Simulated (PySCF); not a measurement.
C$_{7}$H$_{4}$ClFO: full NMR table

```yaml
Formula: C7H4ClFO
SMILES: O=C(F)c1ccc(Cl)cc1
Point_group_of_the_computed_structure: Cs
Degrees_of_unsaturation: 5
Carbon_signals: 5
Proton_signals: 2
```

Structure with atom numbers: `[O:1]=[C:2]([F:3])[c:4]1[cH:5][cH:6][c:7]([Cl:8])[cH:9][cH:10]1`. Each H is labelled by its parent atom.

Computed data (PySCF): PBE0/pcSseg-1 with gauge-including orbitals, GFN2-xTB geometry. Non-relativistic, single conformer, rapidly exchanging positions averaged, isolated molecule.

Chemical shifts δ = σref − σ; ¹H (31.72 ppm), ¹³C (186.93 ppm) vs TMS; ¹⁹F (170.95 ppm) vs CFCl3; ¹⁷O (336.08 ppm) vs H2O, all at this level.

| carbon | δC, type | δH (multiplicity) | HMBC from (2–3 bonds) | span of the C tensor (ppm) |
| --- | --- | --- | --- | --- |
| C2 | 165.1, C | – | H(C5)/H(C10) | 201 |
| C4 | 127.7, C | – | H(C5)/H(C10), H(C6)/H(C9) | 194 |
| C5/C10 | 140.4, CH | 8.45 (m) | H(C5)/H(C10), H(C6)/H(C9) | 234 |
| C6/C9 | 135.5, CH | 7.77 (d) | H(C5)/H(C10), H(C6)/H(C9) | 205 |
| C7 | 155.0, C | – | H(C5)/H(C10), H(C6)/H(C9) | 195 |

Other nuclei:
```csv
atoms,nucleus,environment,δ (ppm),σ (ppm)
F3,¹⁹F,fluorine bonded to C,18.4,152.5
O1,¹⁷O,carbonyl oxygen,429.8,-93.7
```

- Carbon types of the structure: 3 × C, 4 × CH, which accounts for all hydrogens.
- δC 165.1: carbonyl carbon.
- δC 155.0: aromatic carbon bearing chlorine.
- δC 140.4, 135.5: aromatic CH.
- δC 127.7: substituted aromatic carbon.
- δH 8.45, 7.77: hydrogen on an aromatic CH.

Carbons that carry Cl, above all several Cl atoms, come out too deshielded, partly because spin–orbit coupling is missing. Splittings by ¹⁹F in the carbon and heteronuclear signals aren't shown, as no couplings were computed. Shifts are as computed. Against solution values, carbons near 30 ppm lie about +3 ppm off and those near 130 ppm about +5 ppm; carbons on Cl a further +6 ppm. Of 1211 compounds with measured shifts, 218 miss one by over three times the rms of a fit or turn the order of signals round; such compounds aren't used in these exercises. Unscaled 19F shifts against computed CFCl3 carry errors that often reach 10 to 50 ppm. Unscaled 17O shifts of doubly bonded oxygen tend to come out too high, by tens of ppm or more. Experimental scales use liquid or dissolved standards, which lie at an offset from isolated H2O (liquid H2O: subtract about 36 ppm). Multiplicities follow the n + 1 count of equivalent neighbours, as no J values were calculated; m marks all less simple cases, F and P coupling included.
